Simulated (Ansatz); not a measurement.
Reaction (hydrogen abstraction from a Ge–H bond): `[GeH3][SeH]` + H• → `[GeH2][SeH]`• + H₂

Calculated with Ansatz (gas phase, PBE0-D4/def2-TZVP geometries, no zero-point term in ΔE). CCSD(T)/CBS adds triple-zeta CCSD(T) − MP2 to the extrapolated MP2 energy (def2 sets, frozen cores). This one scheme is used for every species, atoms too. DFT in def2-TZVPP. B3LYP here is the variant with VWN-RPA as its local correlation; programs differ in this. Open shells (•) are unrestricted, without spin–orbit coupling. Bonds to Ge, Se are less sure, by a few kJ/mol each and by 10 to 20 or more in all where they break to atoms, as the def2 sets lack core-valence functions. Scalar relativity is left out up to krypton.

CCSD(T)/CBS gives -0.96 eV.

Another level gave -1.17 eV. Which?
A. CCSD(T)/def2-TZVPP
B. PBE/def2-TZVPP
C. B3LYP/def2-TZVPP
D. PBE-QIDH/def2-TZVPP

C. B3LYP -1.17, CCSD(T)/def2-TZVPP -0.95, PBE-QIDH -0.87, PBE -1.06 eV.

Largest T1 diagnostic among the species: 0.013.

In def2-TZVPP, CCSD(T) changes the Hartree–Fock value by −0.25 eV (the triples alone add +0.00 eV) and MP2 by −0.12 eV. From r2SCAN to r2SCAN0 (25 % exact exchange), in def2-TZVPP and without D4, ΔE moves by +0.05 eV.
